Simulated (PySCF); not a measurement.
Gas-phase equilibrium of 1 mol B2O3, 36 mol H2O at 1000 K and 1.00 bar, among 22 species (BH3, BO, O2, B2H6, O, HO2, B3O3H3, H2O, H, HBO2, H2O2, O3, B2O, H2, (HBO2)3, B(OH)3, BH, BH2, B2O2, B2O3, B, OH). Only gases are allowed; each row takes one source of thermochemistry for all species, and Cantera finds the minimum.

Method: PySCF energies (xtb for GFN2) plus ideal-gas RRHO corrections (1 bar). S°(298 K) at PBE0/def2-TZVP differs from the NASA 1993 table for (HBO2)3 (+10 J/mol/K); whether the harmonic model or the table's entry is off was not settled. † marks an energy on the PBE0/def2-TZVP geometry and frequencies; other levels use their own. Open shells (unrestricted) among the columns below: OH (multiplicity 2, electronic degeneracy 4); the rest are closed-shell singlets. GFN2 has no spin-polarisation term. Spin-orbit splitting is ignored; it lowers the true energy and changes the entropy of OH. The harmonic model lacks anharmonicity and excited electronic states, which grow with temperature; levels with a mode under 35 cm⁻¹ are left out. Internal rotation in (HBO2)3, B(OH)3 is treated as a harmonic vibration of one conformer, which makes the entropy rough. Soft modes under 120 cm⁻¹ make the harmonic entropy rough for B2O3. Warning, point group unlike the PBE0 one: B2O3 (GFN2-xTB, PBE/def2-SVP).

Molecules larger than those listed are left out. Table species left out: BO2, B2, HBO.

With GFN2-xTB thermochemistry: H2O 0.95, B(OH)3 0.0040, HBO2 0.045, (HBO2)3 0.00037, B2O3 0.0023, OH <1e-12.

How far does the composition move with the other sources (HF/def2-TZVP†, M06-2X/def2-TZVP†, PBE/def2-SVP, ωB97M-V/def2-TZVP†, ωB97X-V/def2-TZVP†)?


```csv
thermochemistry,x H2O,x B(OH)3,x HBO2,x (HBO2)3,x B2O3,x OH
GFN2-xTB,0.95,0.0040,0.045,0.00037,0.0023,<1e-12
HF/def2-TZVP†,0.97,0.019,6.1e-6,0.013,<1e-12,0.00031
M06-2X/def2-TZVP†,0.97,0.022,3.8e-6,0.011,<1e-12,1.8e-8
PBE/def2-SVP,0.95,0.050,9.6e-6,0.0023,<1e-12,2.7e-9
ωB97M-V/def2-TZVP†,0.97,0.020,1.2e-5,0.012,1.1e-12,2.1e-8
ωB97X-V/def2-TZVP†,0.97,0.020,7.5e-6,0.012,<1e-12,2.2e-8
```
The most sensitive of these is B2O3: it spans a factor of 10^9.4 over these rows; at this temperature one factor of ten is RT ln 10 = 19 kJ/mol.
